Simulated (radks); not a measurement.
Problem. The mean radii <r> (bohr) of the occupied orbitals of an atom or ion are listed with their occupations. Method: scalar-relativistic Kohn-Sham, exchange-only LDA, spin-polarised, spherical densities, finite nucleus; Fermi nuclear charge, rms radius of each element as measured or else 0.836 A^(1/3) + 0.57 fm; computed with a radial shooting solver on a logarithmic mesh with Libxc functionals.

orbital  occ.      <r>
1s up       1  0.02668
1s down     1  0.02668
2s up       1   0.1147
2s down     1   0.1147
2p up       3   0.1003
2p down     3   0.1003
3s up       1   0.3069
3s down     1   0.3069
3p up       3   0.3048
3p down     3   0.3048
3d up       5   0.2811
3d down     5   0.2811
4s up       1   0.7171
4s down     1   0.7166
4p up       3   0.7655
4p down     3   0.7643
4d up       5   0.8777
4d down     5   0.8718
5s up       1    1.767
5s down     1    1.758
5p up       3    2.052
6s up       1    4.257
6s down     1    4.519

Name the element and its charge. Open shells, if any, are filled with parallel spins first.

Solution. Z = 54, xenon, charge +1: Xe+ in [Kr] 4d10 5s2 5p3 6s2. The 1s radius gives Z: for a bare nucleus <r> = (2 gamma + 1)/(2Z) with gamma = sqrt(1 - (Z/c)^2), 0.02628 bohr for Z = 54, and screening makes it slightly larger (0.02668 here). The occupations add up to 53, and the charge is Z minus that.
